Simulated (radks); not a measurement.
The titanium ion Ti3+, configuration [Ar] 4d1 (not the ground configuration). Method: scalar-relativistic Kohn-Sham, PBE, spin-unpolarised, spherical densities, finite nucleus; Fermi nuclear charge, rms radius 3.5921 fm; computed with a radial shooting solver on a logarithmic mesh with Libxc functionals. Some entries of the table are withheld. Estimate them.

| orbital | occ. | eigenvalue (eV) | r(max) (bohr) |
|---|---|---|---|
| 1s | 2 | -4913.800 | 0.04555 |
| 2s | 2 | -583.2876 | 0.2689 |
| 2p | 6 | -490.4982 | 0.2197 |
| 3s | 2 | (1) | 0.8587 |
| 3p | 6 | (2) | 0.8832 |
| 4d | 1 | -16.6231 | 3.327 |

Answer. 
(1) 3s eigenvalue (eV): -105.1274
(2) 3p eigenvalue (eV): -80.6584
